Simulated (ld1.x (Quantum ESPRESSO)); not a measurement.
An all-electron radial function and its pseudo partner (Al)

Columns: radius, all-electron u(r) and pseudo u(r) of the 3s shell (level -11.09 eV) of aluminium in the configuration [Ne] 3s2 3p0.5; PBE, scalar-relativistic, TM scheme, ld1.x (Quantum ESPRESSO) 7.5.

```tsv
r (bohr)	all-electron	pseudo
0.128	0.0718	0.0267
0.255	-0.1838	0.0546
0.382	-0.3008	0.0852
0.510	-0.2784	0.1205
0.638	-0.1748	0.1617
0.765	-0.0380	0.2096
0.893	0.1058	0.2658
1.020	0.2392	0.3290
1.148	0.3569	0.3980
1.275	0.4543	0.4679
1.402	0.5323	0.5341
1.530	0.5929	0.5918
1.658	0.6374	0.6366
1.785	0.6673	0.6671
1.912	0.6844	0.6844
2.040	0.6905	0.6905
2.168	0.6872	0.6872
2.295	0.6762	0.6762
2.422	0.6591	0.6591
2.550	0.6371	0.6371
2.678	0.6113	0.6113
2.805	0.5832	0.5832
2.932	0.5534	0.5534
3.060	0.5224	0.5224
3.188	0.4911	0.4911
3.315	0.4602	0.4602
```

(1) How many radial nodes do the two functions have?

(2) At about which radius was the pseudo-wave matched?

(3) Is the pseudo-wave norm-conserving?

## Answers

(1) The all-electron 3s function has n − l − 1 = 2; the pseudo-wave has 0, since the states of the same l below it are removed with the core.

(2) 2.05 bohr. The columns agree to 0.0005 from 1.78 bohr on; several derivatives are matched, so the curves merge somewhat inside the radius.

(3) Yes: the TM scheme keeps the norm inside the radius equal to the all-electron one, which fixes the energy derivative of the logarithmic derivative at the level.
